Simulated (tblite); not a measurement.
Species: C2H14OSi5.
SMILES with atom numbers: `[CH3:1][CH2:2][Si@@H:3]1[SiH2:4][SiH2:5][Si@@H:6]1[O:7][SiH3:8]` (hydrogens: H9, H10, H11 on C1; H12, H13 on C2; H14 on Si3; H15, H16 on Si4; H17, H18 on Si5; H19 on Si6; H20, H21, H22 on Si8)

Geometry (GFN2-xTB, Å), atoms numbered from 1 in this order:
```xyz
22
C2H14OSi5 angstrom
C     -1.8708   -1.9993   -0.9759
C     -1.7844   -0.4851   -1.1204
Si    -1.2853    0.3685    0.5198
Si    -0.6372    2.6379    0.2964
Si     1.5047    2.1088    1.1426
Si     0.9005   -0.1650    1.2676
O      1.6909   -1.0115    0.0974
Si     2.3121   -1.2180   -1.3733
H     -0.9093   -2.4071   -0.6698
H     -2.1542   -2.4705   -1.9167
H     -2.6110   -2.2711   -0.2254
H     -1.0417   -0.2438   -1.8841
H     -2.7400   -0.1039   -1.4868
H     -2.4009    0.0679    1.4461
H     -1.4141    3.6215    1.0651
H     -0.6876    3.2079   -1.0599
H      2.6563    2.4965    0.3110
H      1.8259    2.7440    2.4317
H      1.2137   -1.0351    2.4120
H      2.7629    0.0885   -1.8573
H      1.2513   -1.7455   -2.2308
H      3.4077   -2.1659   -1.2019
```

Method: GFN2-xTB as coded in tblite; computed harmonic values from a numerical Hessian at the method's own geometry, unscaled. Errors from tens to a few hundred cm⁻¹ against measured bands are possible. Modes of hydrogen on silicon can be 10 to 20 % off. One conformer, not necessarily the lowest. The optimisation stopped once no atom felt more than 0.01 eV/Å.

Lowest wavenumbers of the output (negative numbers stand for imaginary wavenumbers):
```
mode    cm-1
  1     -37.8
  2      32.7
  3      61.0
  4      69.4
  5      77.2
  6      98.8
  7     106.3
  8     161.2
  9     166.1
 10     219.9
```

**Question.** Is this structure a minimum?

**Answer.** Not by this Hessian. 1 mode is imaginary beyond 20i (38i cm⁻¹), so at this level the point lies at or near a first-order saddle. The curvature is small, so loose convergence or finite differences may be the whole cause.

**Question.** Which atoms move in the imaginary mode?

**Answer.** 38i: H20 (Si–H hydrogen) 33 %, H21 (Si–H hydrogen) 25 %, H22 (Si–H hydrogen) 25 %. These are shares of the mass-weighted motion.

**Question.** What is the remedy?

**Answer.** Step along that mode in both directions, optimise again with tighter thresholds and repeat the frequencies. The zero-point energy of this point (89.3 kcal/mol) counts the 59 real modes alone, and thermal corrections from it aren't those of a minimum.
